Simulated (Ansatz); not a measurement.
Cost and result for the atomization energy of C3H8AlF (13 atoms, 11 bonds).

Z-matrix (Å, degrees):
```
Al
C 1 2.537
C 1 2.536 2 30.5
C 1 1.954 2 89.8 3 149.1
F 1 1.672 2 91.9 3 -93.3
H 1 1.589 2 110.8 3 25.0
H 2 1.084 1 106.1 3 -119.1
H 2 1.085 1 91.4 3 122.1
H 3 1.084 1 105.9 2 119.3
H 3 1.085 1 91.4 2 -122.2
H 4 1.096 1 109.3 2 172.9
H 4 1.094 1 112.0 2 -68.9
H 4 1.093 1 113.1 2 53.7
```

Charge 0, multiplicity 1. The bonds changed during the relaxation, so this is another structure than the one it started from. All single points use the PBE0-D4/def2-TZVP geometry. It is one conformer, not always the lowest. Program: Ansatz. All runs use 4 threads of an Arm Neoverse V1 on a shared host. Times are those of one run each, without the atoms' runs, and a repeat can differ threefold. Electronic energies, without spin–orbit coupling; frozen cores. CCSD(T)/CBS adds CCSD(T) − MP2 in def2-TZVPP to the MP2 limit, and its time is that of the two runs behind it. T1 = 0.011. B3LYP takes the VWN-RPA correlation (the form of Gaussian; ORCA's B3LYP/G).

CCSD(T)/CBS is a level of theory with its own doubt, some kJ/mol a heavy atom from the limit and from the frozen cores, so smaller differences don't rank the functionals.

```tsv
level	functions	wall time	atomization (kcal/mol)	difference from CCSD(T)/CBS	per bond
PBE-D4/def2-TZVPP (with forces)	278	2.9 s	1177.7	10.2	0.9
PBE0-D4/def2-TZVPP	278	3.3 s	1162.7	-4.8	-0.4
r2SCAN-D4/def2-TZVPP (with forces)	278	5.5 s	1168.4	0.9	0.1
B3LYP-D4/def2-TZVPP (with forces)	278	5.5 s	1165.0	-2.5	-0.2
B2PLYP/def2-TZVPP	278	6.5 s	1154.2	-13.3	-1.2
ωB97X-V/def2-TZVPP	278	9 s	1164.7	-2.8	-0.3
ωB97M-V/def2-TZVPP (with forces)	278	13 s	1167.8	0.3	0.0
MP2/def2-QZVPP	538	29 s	1169.4	1.9	0.2
CCSD(T)/def2-TZVPP	278	3.7 min	1141.2	-26.3	-2.4
CCSD(T)/CBS(def2)	–	4.2 min	1167.5	0.0	0.0
```

From PBE to PBE0 (25 % exact exchange), in def2-TZVPP and without D4, the atomization energy moves by −14.1 kcal/mol: exact exchange takes away binding that semilocal exchange gives to molecules. The D4 term adds +9.1 kcal/mol with B3LYP and +4.8 kcal/mol with PBE0; it sums over pairs of atoms, weighted by their polarisabilities, and B3LYP, whose exchange is more repulsive, gets the larger term. In def2-TZVPP, CCSD(T) changes the Hartree–Fock value by +254.5 kcal/mol (the triples alone add +13.7 kcal/mol) and MP2 by +267.0 kcal/mol; breaking electron pairs costs correlation energy, which Hartree–Fock lacks.
